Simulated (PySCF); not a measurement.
Compound: C₄H₄N₂O₂S.
Cartesian coordinates in Å at the GFN2-xTB level; atoms count from 1:
```xyz
13
C4H4N2O2S angstrom
C     -2.7049   -0.0143    0.3790
O     -1.3461    0.3944    0.2897
C     -0.4806   -0.5425   -0.0748
O     -0.7628   -1.6864   -0.3294
C      0.8973   -0.0166   -0.1346
N      1.2668    1.1937    0.1209
N      2.5577    1.3939   -0.0086
C      3.2074    0.3405   -0.3664
S      2.2234   -1.0646   -0.5852
H     -2.8128   -0.8135    1.1155
H     -3.0556   -0.3783   -0.5891
H     -3.2620    0.8674    0.6838
H      4.2679    0.3269   -0.5186
```

Theory: TDDFT B3LYP/def2-SVPD, vertical, gas phase, core orbitals frozen in the response in PySCF 2.14.0, density-fitted response routines.

Each state is given a Gaussian of 0.4 eV full width at half maximum, with ε(max) = 2.175×10⁸ f / Δν̃ (Δν̃ the width in cm⁻¹). The width is an assumption, not a result. The curve ends short of the highest state used, and states not computed would add to its high-energy end.

(λ (nm), ε (L mol⁻¹ cm⁻¹)): (213.8, 3865), (218.0, 6931), (222.2, 11425), (226.3, 14839), (230.5, 14702), (234.7, 10976), (238.8, 6358), (243.0, 2836), (247.2, 1005), (251.3, 299), (255.5, 73), (259.7, 18), (263.8, 8), (268.0, 7), (272.2, 7), (276.3, 6), (280.5, 4), (284.7, 3), (288.8, 2), (293.0, 1), (297.2, 1), (301.3, 2), (305.5, 3), (309.6, 5), (313.8, 7), (318.0, 10), (322.1, 12), (326.3, 14), (330.5, 14), (334.6, 14), (338.8, 12), (343.0, 10), (347.1, 8), (351.3, 6), (355.5, 4), (359.6, 3), (363.8, 2), (368.0, 1), (372.1, 1), (376.3, 0), (380.5, 0), (384.6, 0), (388.8, 0), (393.0, 0)

(1) Where are the band maxima, and which computed states make them?

(2) On this curve, what absorbance would a 10⁻⁵ mol/L sample give at 308 nm over a 1 cm path?

(3) Coming from long wavelengths, where does ε first pass 100 L mol⁻¹ cm⁻¹?

## Answers

(1) 330 nm (3.75 eV), ε about 14, made up of S1 (100%); 270 nm (4.59 eV), ε about 6.9, made up of S2 (98%) (hardly more than a shoulder); 228 nm (5.43 eV), ε about 15000, made up of S3 (83%) and S5 (16%) (ε in L mol⁻¹ cm⁻¹; maxima over ε = 5, shares over 10%). The states used: S1 3.76 eV (f 0.0002); S2 4.57 eV (f 0.0001); S3 5.40 eV (f 0.192); S4 5.56 eV (f 0.0007); S5 5.58 eV (f 0.053); S6 5.72 eV (f 0.0041); S7 5.91 eV (f 0.024); S8 6.40 eV (f 0.041).

(2) 308 nm is 4.025 eV, where ε is about 4 L mol⁻¹ cm⁻¹, so A = ε c l ≈ 4e-05 (Beer–Lambert, with the gas-phase spectrum and the assumed width).

(3) At about 255 nm (4.87 eV), 1.12 eV above S1.

One conformer stands for the species.
